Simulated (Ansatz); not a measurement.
Input for Ansatz (an electronic-structure program): R-r2SCAN/def2-TZVPP on CH3F2Ga (SMILES [CH3][Ga]([F])[F]), a point of a torsion scan.

Ansatz 0.2 input:
```yaml
crystal:
  periodic: [false, false, false]
  atoms:
    - {symbol: C, position_ang: [-1.00247171, -0.09462452, -0.00092984]}
    - {symbol: Ga, position_ang: [1.01303577, 0.06404489, -0.10408040]}
    - {symbol: F, position_ang: [2.08062490, 0.16553412, 1.28127310]}
    - {symbol: F, position_ang: [1.94618740, 0.12297387, -1.58561796]}
    - {symbol: H, position_ang: [-1.31855766, 0.24674065, 0.98168212]}
    - {symbol: H, position_ang: [-1.28113549, -1.13607696, -0.14615300]}
    - {symbol: H, position_ang: [-1.43613077, 0.51597331, -0.78930600]}
basis:
  gaussian:
    orbitals: def2-TZVPP
hamiltonian:
  xc: {name: r2SCAN}
scf: {lower_state_search: off}
```

The log:

```
WARN ansatz: RAYON_NUM_THREADS=1 ignored (pool sized by the plan → 1); use --threads N
Functional definition: r2SCAN
these checks for a lower state are left out or cut short: stability, starts, cluster_reference, orbital_swaps, neighbouring_geometries, increment
integrals: 0.09 GiB planned
1037 factors; their error is unknown
mean field: 0.65 GiB planned
mean field evaluation 1: about -58888.1083 eV, gradient 8.2e1 eV
mean field evaluation 2: about -58862.9553 eV, gradient 1.5e2 eV
mean field evaluation 4: about -58899.8968 eV, gradient 1.0e1 eV
mean field evaluation 8: about -58900.1004 eV, gradient 3.6e-1 eV
mean field evaluation 16: about -58900.1005 eV, gradient 2.4e-5 eV
mean field -58900.10050268 eV, -2164.5387695515 hartree, gradient 1.3e-6 eV, S^2 0.000000; 0 other end points of the search recorded, 0 dependent functions left out
reference -58900.10051413 eV, -2164.5387699721 hartree; 29, 29 occupied and 154, 154 virtual orbitals, 1037 factors
Total energy: -58900.10051413 eV, -2164.5387699721 hartree
Checks for a lower state left out: stability, starts, cluster_reference, orbital_swaps, neighbouring_geometries, increment
```

The run converged.

Cost: very roughly 2.3 core-seconds.
